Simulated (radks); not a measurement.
Q: The mean radii <r> (bohr) of the occupied orbitals of an atom or ion are listed with their occupations. Calculated with a radial shooting solver on a logarithmic mesh with Libxc functionals: Dirac Kohn-Sham, PBE, spin-unpolarised, spherical densities, point nucleus.

orbital  occ.      <r>
1s1/2       2  0.05409
2s1/2       2   0.2447
2p1/2       2   0.2131
2p3/2       4   0.2163
3s1/2       2   0.7399
3p1/2       2   0.7717
3p3/2       4   0.7818
3d3/2     3.2    1.006
3d5/2     4.8    1.014
4s1/2       2    2.807

Name the element and its charge. Open shells, if any, are shared by 2j + 1.

A: Z = 28, nickel, charge 0: Ni in [Ar] 3d8 4s2. The 1s radius gives Z: for a bare nucleus <r> = (2 gamma + 1)/(2Z) with gamma = sqrt(1 - (Z/c)^2), 0.05282 bohr for Z = 28, and screening makes it slightly larger (0.05409 here). The occupations add up to 28, and the charge is Z minus that.
